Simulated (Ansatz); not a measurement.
Steps of a relaxation of `[F][GeH]1[NH]C[S]1` with RKS PBE0-D4/def2-TZVP.

```sh
$ ansatz run in.yaml --threads 4 --pin off --events-out ev --progress --plain --max-ram 10444MiB
```

```yaml
crystal:
  periodic: [false, false, false]
  atoms:
    - {symbol: F, position_ang: [-1.118594, 2.436447, 0.203691]}
    - {symbol: Ge, position_ang: [-0.021732, 1.226417, -0.463644]}
    - {symbol: N, position_ang: [0.415963, -0.065275, 0.753560]}
    - {symbol: C, position_ang: [-0.142194, -1.253957, 0.124059]}
    - {symbol: S, position_ang: [-0.996175, -0.555810, -1.393449]}
    - {symbol: H, position_ang: [1.039257, 2.095508, -1.182781]}
    - {symbol: H, position_ang: [1.195194, -0.156736, 1.407346]}
    - {symbol: H, position_ang: [0.618954, -1.993540, -0.211360]}
    - {symbol: H, position_ang: [-0.902172, -1.779353, 0.745378]}
basis:
  gaussian: {orbitals: def2-TZVP}
hamiltonian: {xc: pbe0, dispersion: d4}
relax: {f_tol: 0.005, max_steps: 150}
```

Positions (Å) and forces (eV/Å) along the path, 9 of 9 steps:

```xyz
9
step=1 energy=-72650.3098 eV
F    -1.119    2.436    0.204    0.458   -0.495   -0.283
Ge   -0.022    1.226   -0.464   -0.328   -0.124    0.254
N     0.416   -0.065    0.754    0.184    0.055   -0.007
C    -0.142   -1.254    0.124   -0.084   -0.394   -0.107
S    -0.996   -0.556   -1.393    0.446    0.262    0.605
H     1.039    2.096   -1.183   -0.207   -0.147    0.135
H     1.195   -0.157    1.407   -0.498    0.040   -0.463
H     0.619   -1.994   -0.211   -0.383    0.453    0.169
H    -0.902   -1.779    0.745    0.412    0.350   -0.302
9
step=2 energy=-72650.3565 eV
F    -1.105    2.422    0.193    0.196   -0.233   -0.124
Ge   -0.022    1.213   -0.460   -0.171    0.064    0.198
N     0.405   -0.065    0.756    0.069    0.074    0.028
C    -0.142   -1.251    0.124   -0.093   -0.089   -0.147
S    -0.988   -0.543   -1.376    0.118   -0.038    0.189
H     1.028    2.075   -1.172   -0.011   -0.019    0.007
H     1.185   -0.158    1.392   -0.116    0.008   -0.117
H     0.618   -1.970   -0.214   -0.120    0.135    0.061
H    -0.890   -1.770    0.740    0.128    0.098   -0.095
9
step=3 energy=-72650.3622 eV
F    -1.104    2.407    0.188    0.019   -0.014   -0.010
Ge   -0.021    1.209   -0.455   -0.029    0.052    0.007
N     0.403   -0.063    0.761   -0.014    0.036    0.024
C    -0.144   -1.244    0.122   -0.045   -0.029   -0.075
S    -0.988   -0.542   -1.370    0.023   -0.016    0.035
H     1.029    2.066   -1.168    0.011    0.003   -0.004
H     1.185   -0.159    1.385    0.020   -0.006   -0.005
H     0.614   -1.956   -0.214    0.023   -0.015    0.007
H    -0.886   -1.763    0.735   -0.008   -0.011    0.020
9
step=4 energy=-72650.3625 eV
F    -1.104    2.409    0.188    0.010   -0.012   -0.019
Ge   -0.025    1.209   -0.455   -0.012    0.056    0.014
N     0.396   -0.061    0.764   -0.048    0.002    0.007
C    -0.146   -1.244    0.121   -0.029   -0.007   -0.031
S    -0.988   -0.544   -1.372    0.021   -0.012    0.034
H     1.033    2.062   -1.161    0.004    0.009   -0.019
H     1.191   -0.160    1.371    0.054    0.000    0.025
H     0.617   -1.953   -0.209    0.018   -0.024   -0.016
H    -0.886   -1.765    0.735   -0.017   -0.012    0.004
9
step=5 energy=-72650.3630 eV
F    -1.107    2.412    0.183    0.002    0.002   -0.004
Ge   -0.025    1.211   -0.452   -0.002    0.012   -0.017
N     0.390   -0.060    0.770   -0.019   -0.038    0.035
C    -0.148   -1.245    0.122   -0.003    0.022    0.000
S    -0.986   -0.543   -1.369   -0.005   -0.005   -0.006
H     1.035    2.061   -1.159   -0.002    0.006   -0.006
H     1.197   -0.162    1.361    0.029    0.011    0.013
H     0.620   -1.950   -0.206    0.003   -0.008   -0.010
H    -0.887   -1.769    0.733   -0.003   -0.001   -0.004
9
step=6 energy=-72650.3622 eV rejected
F    -1.098    2.424    0.174    0.006    0.000   -0.007
Ge   -0.026    1.208   -0.448   -0.036   -0.062    0.072
N     0.364   -0.063    0.794    0.019    0.182   -0.075
C    -0.147   -1.246    0.121   -0.059   -0.020    0.038
S    -1.002   -0.540   -1.359    0.026   -0.003   -0.019
H     1.045    2.044   -1.158    0.008    0.001   -0.003
H     1.199   -0.150    1.350    0.021   -0.067    0.013
H     0.632   -1.934   -0.217    0.005   -0.005   -0.004
H    -0.879   -1.790    0.725    0.010   -0.025   -0.014
9
step=7 energy=-72650.3634 eV
F    -1.106    2.417    0.177   -0.004   -0.001    0.001
Ge   -0.026    1.210   -0.449    0.002   -0.003   -0.005
N     0.379   -0.060    0.783    0.005   -0.010    0.006
C    -0.149   -1.244    0.123    0.010   -0.011    0.020
S    -0.989   -0.543   -1.367    0.000    0.015   -0.002
H     1.038    2.055   -1.157    0.000   -0.001   -0.002
H     1.205   -0.161    1.351   -0.015    0.002   -0.015
H     0.624   -1.943   -0.208   -0.004    0.004    0.001
H    -0.887   -1.778    0.729    0.005    0.005   -0.006
9
step=8 energy=-72650.3634 eV
F    -1.107    2.416    0.176    0.004    0.001   -0.002
Ge   -0.026    1.210   -0.448   -0.007   -0.008    0.002
N     0.376   -0.060    0.786    0.009    0.005    0.004
C    -0.149   -1.244    0.123   -0.001   -0.001    0.005
S    -0.990   -0.542   -1.366    0.000    0.001   -0.006
H     1.041    2.053   -1.156   -0.001    0.002    0.001
H     1.206   -0.160    1.347   -0.003   -0.001   -0.002
H     0.624   -1.941   -0.207    0.000    0.000   -0.001
H    -0.887   -1.779    0.729    0.000    0.001   -0.002
9
step=9 energy=-72650.3634 eV
F    -1.107    2.417    0.176    0.000   -0.001    0.000
Ge   -0.026    1.209   -0.448   -0.001   -0.001    0.000
N     0.376   -0.060    0.785    0.001    0.000    0.002
C    -0.149   -1.244    0.124   -0.001    0.001    0.001
S    -0.989   -0.542   -1.367    0.000    0.001   -0.003
H     1.040    2.054   -1.155    0.000    0.000   -0.001
H     1.207   -0.161    1.346    0.000    0.000    0.000
H     0.624   -1.942   -0.207    0.000   -0.001    0.000
H    -0.887   -1.778    0.728    0.000    0.000    0.000
```

It took 27 s on 4 threads of an Intel Xeon Platinum 8488C on a shared host, with 0.63 GiB of host memory at the peak.
